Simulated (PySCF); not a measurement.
Species: cyclo[12]carbon `C1#CC#CC#CC#CC#CC#C1`, charge 0, multiplicity 1, gas phase. Level: CAM-B3LYP-D3(BJ)/def2-SVP (PySCF). The geometry has C6h symmetry (within 0.05 Å) and had no frequency check at the DFT level, so a distortion to lower symmetry isn't ruled out. 1 Ha = 27.2114 eV.

| state (all at the geometry of the parent) | total energy (Ha) |
|---|---|
| parent, N electrons | -456.18276 |
| N − 1 electrons | -455.87341 |
| N + 1 electrons | -456.25303 |

The lowest singlet excitation (Tamm–Dancoff, same level and geometry) is 1.92 eV; the HOMO lies at -7.64 eV against the vacuum level. Excitations are Tamm–Dancoff values on a coarser integration grid. The basis has no diffuse functions, so Rydberg states are missing or too high.

### Question
Work out the vertical ionisation energy, the vertical electron affinity and the fundamental gap. How much is the lowest singlet exciton bound, and how far is −ε(HOMO) from the ionisation energy?

### Answer
IE = E(N − 1) − E(N) = 0.30935 Ha = 8.42 eV. EA = E(N) − E(N + 1) = 0.07027 Ha = 1.91 eV. Both are measured against an electron at rest far away. Fundamental gap IE − EA = 6.51 eV. The basis has no diffuse functions, which puts the anion too high, so the affinity is too small and the gap too large. Exciton binding = fundamental gap − S1 = 6.51 − 1.92 = 4.59 eV for the lone molecule; screening in a film lowers it. IE − (−ε(HOMO)) = 8.42 − 7.64 = 0.78 eV, which is zero for the exact functional.
